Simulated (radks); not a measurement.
Question: The mean radii <r> (bohr) of the occupied orbitals of an atom or ion are listed with their occupations. All-electron calculation, non-relativistic Kohn-Sham, TPSS, spin-polarised, spherical densities, point nucleus; meta-GGA in the generalised Kohn-Sham scheme. Program: a radial shooting solver on a logarithmic mesh with Libxc functionals.

orbital  occ.      <r>
1s down     1  0.06152
1s up       1  0.06152
2s up       1   0.2823
2s down     1   0.2818
2p up       3   0.2485
2p down     3   0.2479
3s up       1   0.8601
3s down     1   0.8630
3p up       3   0.9068
3p down     3   0.9134
3d up       5    1.127
4d up       1    5.673

Name the element and its charge. Open shells, if any, are filled with parallel spins first.

Answer: Z = 25, manganese, charge +1: Mn+ in [Ar] 3d5 4d1. The 1s radius gives Z: for a bare nucleus <r> = 1.5/Z, 0.06 bohr for Z = 25, and screening makes it slightly larger (0.06152 here). The occupations add up to 24, and the charge is Z minus that.
